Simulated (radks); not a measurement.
Values are calculated unless marked as measured or tabulated.
Q: The barium ion Ba17+, configuration [Kr] 4d2 5s1 (not the ground configuration). Level of theory: scalar-relativistic Kohn-Sham, PBE, spin-polarised, spherical densities, finite nucleus; open shells are filled with parallel spins first (spin-orbit coupling, left out, can overturn this in heavy ions); Fermi nuclear charge, rms radius 4.8378 fm (a radial shooting solver on a logarithmic mesh with Libxc functionals). Some entries of the table are withheld. Estimate them.

orbital  occ.  eigenvalue (hartree)  r(max) (bohr)
1s up       1             -1384.880        0.01643
1s down     1             -1384.873        0.01643
2s up       1             -232.1474        0.09286
2s down     1             -232.0996        0.09286
2p up       3             -209.8271        0.07462
2p down     3             -209.7890        0.07461
3s up       1             -60.74206         0.2655
3s down     1             -60.71429         0.2655
3p up       3             -53.58511         0.2596
3p down     3             -53.55420         0.2596
3d up       5             -43.28203         0.2137
3d down     5             -43.23848         0.2138
4s up       1                   (1)         0.6058
4s down     1                   (2)         0.6055
4p up       3                   (3)         0.6263
4p down     3                   (4)         0.6259
4d up       2                   (5)         0.6428
4d down     0                   (6)         0.6423
5s up       1             -11.38271          1.178
5s down     0             -11.23829          1.179

A: 
(1) 4s up eigenvalue (hartree): -22.58375
(2) 4s down eigenvalue (hartree): -22.42257
(3) 4p up eigenvalue (hartree): -20.10409
(4) 4p down eigenvalue (hartree): -19.94171
(5) 4d up eigenvalue (hartree): -16.48435
(6) 4d down eigenvalue (hartree): -16.32141
